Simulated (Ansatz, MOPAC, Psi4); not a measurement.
Molecule: H5SiN2O, net charge 0, doublet state. SMILES: N[Si](N)O
Structure (B3LYP-D3(BJ)/def2-TZVP (Ansatz, a quantum-chemistry and plane-wave program) minimum search):
```xyz
9

N     -0.8198    -1.1948     0.7906
Si     0.0672     0.1991     0.3257
N      1.3859    -0.3835    -0.6052
O     -0.6305     1.2907    -0.7229
H     -1.4337    -1.1924     1.5876
H     -1.0516    -1.9204     0.1261
H      1.8919     0.2432    -1.2112
H      1.9721    -1.1189    -0.2442
H     -1.2380     1.9237    -0.3321
```
Charge 0, spin multiplicity 2.

Quantity: enthalpy of formation at 298 K, in kcal/mol. Conventions: 6-311+G** with 5d, 6d on Na to Ar in Ansatz; non-relativistic; LANL2DZ with its own core potentials from Na on; valence correlation only; spin-orbit terms left out; open shells spin-unrestricted; dispersion terms only where a functional's name holds one; 6-31G* and kin with 6d, 5d where marked. CBS marks a two-point X^-3 extrapolation of the correlation energy; Hartree-Fock from the larger set. Ab initio and DFT rows: single points at B3LYP-D3(BJ) geometries (Ansatz), with unscaled harmonic terms from B3LYP/6-31G* (Ansatz) at its own minima, enthalpies of formation by atomisation with measured atoms. Semi-empirical rows: MOPAC heats of formation at their own minima for 298 K.

Coupled cluster (Ansatz) is a level with limits of its own, used here on species with T1 under 0.025 (0.045 for open shells) and stable references: CCSD(T)/CBS(cc-pV(T+d)Z,cc-pV(Q+d)Z).

Value to compare with, CCSD(T)/CBS(cc-pV(T+d)Z,cc-pV(Q+d)Z) (Ansatz): -77.6 kcal/mol.

| level | program | enthalpy of formation at 298 K (kcal/mol) | difference |
|---|---|---|---|
| AM1 | MOPAC | -110.0 | -32.4 |
| MNDO | MOPAC | -86.2 | -8.6 |
| HF/STO-3G | Ansatz | 196.9 | 274.5 |
| HF/LANL2DZ | Ansatz | 259.9 | 337.5 |
| PBE/STO-3G | Ansatz | -108.0 | -30.4 |
| PBE/def2-SVP | Ansatz | -74.5 | 3.1 |
| B3LYP/LANL2DZ | Ansatz | -11.1 | 66.5 |
| B3LYP/6-31G* | Ansatz | -43.7 | 33.9 |
| B3LYP/6-31+G* | Ansatz | -48.9 | 28.7 |
| B3LYP/6-31G** | Ansatz | -56.6 | 21.0 |
| B3LYP/cc-pVDZ | Ansatz | -35.1 | 42.5 |
| wB97X-D/6-31G* | Psi4 | -45.8 | 31.8 |
| wB97X-D/6-311+G** | Psi4 | -59.0 | 18.6 |
| r2SCAN-D4/def2-TZVPD | Ansatz + dftd4 | -73.9 | 3.7 |
| PBE0/def2-TZVPD | Ansatz | -67.8 | 9.8 |

Among the 13 habitual levels, HF/LANL2DZ lies farthest from CCSD(T)/CBS(cc-pV(T+d)Z,cc-pV(Q+d)Z) (Ansatz) (337.5 kcal/mol) and PBE/def2-SVP nearest (3.1); 10 of 13 lie above it, and their mean absolute difference is 71.5 kcal/mol, the median 31.8. One case shows no general order.

The levels are drawn from those run, B3LYP/6-31G* more often than the rest, none by its result; left out are runs that failed, that the program found above a lower state of the same kind, or whose <S^2> lies over 0.5 above the pure value.
